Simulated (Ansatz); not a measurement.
Basis-set series for BBrF (`F[B]Br`) radical. The species carries charge 0 and has multiplicity 2. Geometry: relaxed with PBE0-D4/def2-TZVP.

```xyz
3

F     0.474    0.476   -1.138
B     0.177    0.495    0.124
Br   -0.652   -0.971    1.014
```

```
functional       basis  functions  energy (Eh)  HOMO (eV)  LUMO (eV)
   PBE0-D4    def2-SVP         60  -2698.02775      -6.62      -2.05
   PBE0-D4  def2-TZVPP        110  -2698.48891      -6.74      -2.23
   ωB97M-V    def2-SVP         60  -2698.27305      -8.42      -0.42
   ωB97M-V  def2-TZVPP        110  -2698.73527      -8.57      -0.73
```

Question: Give the rows for def2-QZVPP. (Estimate.)

Answer: Computed: 
```json
{"functional": "PBE0-D4", "basis": "def2-QZVPP", "functions": "203", "energy (Eh)": "-2698.54813", "HOMO (eV)": "-6.75", "LUMO (eV)": "-2.24"}
{"functional": "ωB97M-V", "basis": "def2-QZVPP", "functions": "203", "energy (Eh)": "-2698.79211", "HOMO (eV)": "-8.59", "LUMO (eV)": "-0.75"}
```

HOMO and LUMO are taken over both spins. Scalar relativity is left out up to krypton.
